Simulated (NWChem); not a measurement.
System: Si2H2Cl2F2; SMILES F[SiH]([SiH](Cl)Cl)F

Here is an NWChem input.

```
start job
memory heap 200 mb stack 900 mb global 1100 mb
geometry units angstroms
  Si    -1.563316     0.108307    -0.106123
  F     -2.311508    -0.233918     1.261818
  F     -2.200139    -1.001542    -1.070640
  Si     0.681460    -0.334937     0.144782
  Cl     1.647836    -0.084291    -1.615651
  Cl     1.499762     0.936325     1.485532
  H     -2.114980     1.379491    -0.530819
  H      1.004841    -1.688106     0.605725
end
basis spherical
  * library def2-svp
end
dft
  xc xpbe96 cpbe96
  disp vdw 4
  iterations 150
end
driver
  maxiter 120
end
task dft optimize
task dft freq
```

The level has its own optimisation; frequencies are unscaled. Brackets give each atom's bonded neighbours.

**Question.** Predict the main results of this run. (PBE-D3(BJ)/def2-SVP.) Quantities: r F–Si (Å); r Si–Si (Å); r H–Si [H(Si)–Si(FFHSi)] (Å); r Cl–Si (Å); highest harmonic frequency (cm⁻¹); lowest (cm⁻¹); zero-point energy (kcal/mol); dipole (D).

**Answer.** 
```json
{
  "r F–Si (Å)": "1.632",
  "r Si–Si (Å)": "2.346",
  "r H–Si [H(Si)–Si(FFHSi)] (Å)": "1.496",
  "r Cl–Si (Å)": "2.079",
  "highest harmonic frequency (cm⁻¹)": "2206",
  "lowest (cm⁻¹)": "31",
  "zero-point energy (kcal/mol)": "16.9",
  "dipole (D)": "0.33"
}
```
